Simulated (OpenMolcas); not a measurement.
## Mo5+ in a point-charge field

Mo5+ among 5 point charges of -2 e arranged as a square pyramid (C4v), 2.02 Å from the ion, with the axial distance 1.939 Å.
```
   2.0200    0.0000    0.0000  -2.00
   0.0000    2.0200    0.0000  -2.00
  -2.0200    0.0000    0.0000  -2.00
   0.0000   -2.0200    0.0000  -2.00
   0.0000    0.0000    1.9392  -2.00
```

- Program: OpenMolcas 26.06
- Method: CASSCF
- Basis: ANO-RCC-VTZP [7s6p4d2f1g]
- Scalar Hamiltonian: DKH2, point nucleus
- Active space: 1 electron in 5 orbitals (4d)
- State averaging: 2S+1 = 2 even, 5 roots
- Spin-orbit coupling: state interaction with AMFI integrals over the reference wave functions

The lowest spin-free states, above the lowest:

| State | Degeneracy | E (cm-1) | Free-ion L (%) |
| --- | --- | --- | --- |
| 2S+1 = 2 | 2 | 0.0 | D (100) |
| 2S+1 = 2 | 1 | 903.6 | D (100) |
| 2S+1 = 2 | 1 | 7034 | D (100) |
| 2S+1 = 2 | 1 | 15692 | D (100) |

The lowest levels with spin-orbit coupling:

| E (cm-1) | Degeneracy | 2S+1 | g |
| --- | --- | --- | --- |
| 0.0 | 2 | 2 | 0.49 1.58 1.58 |
| 1555 | 2 | 2 | 0.14 0.14 3.96 |
| 2755 | 2 | 2 | 1.51 3.59 3.59 |
| 8177 | 2 | 2 | 1.10 2.22 2.22 |
| 17004 | 2 | 2 | 2.08 2.08 2.87 |

Electric-dipole absorption from the lowest level at this geometry, strongest bands:

```tsv
E (cm-1)	λ (nm)	f
1555	6430	3.99e-06
2755	3630	7.54e-05
8177	1220	9.33e-06
17004	588	8.99e-06
```

Powder χT (cm3 K/mol): 0.165 at 2 K, 0.165 at 10 K, 0.167 at 50 K, 0.169 at 100 K, 0.174 at 200 K, 0.18 at 300 K. The effective moment at 300 K is 2.828 √(χT) = 1.20 μB.

The lowest level has 2S+1 = 2, for which the spin-only value is χT = S(S+1) / 2 = 0.375 cm3 K/mol (g = 2). The computed 0.180 at 300 K differs by -0.195, through orbital momentum, spin-orbit coupling and any other state in reach.

An orbital doublet at a regular site is open to a Jahn-Teller distortion, which this geometry leaves out. This is an electrostatic model: the charges have no orbitals. An unlabelled pair can be two single states that coincide in this model. No measured value stands beside these numbers.

A state without a sure symmetry label is named by its multiplicity alone.
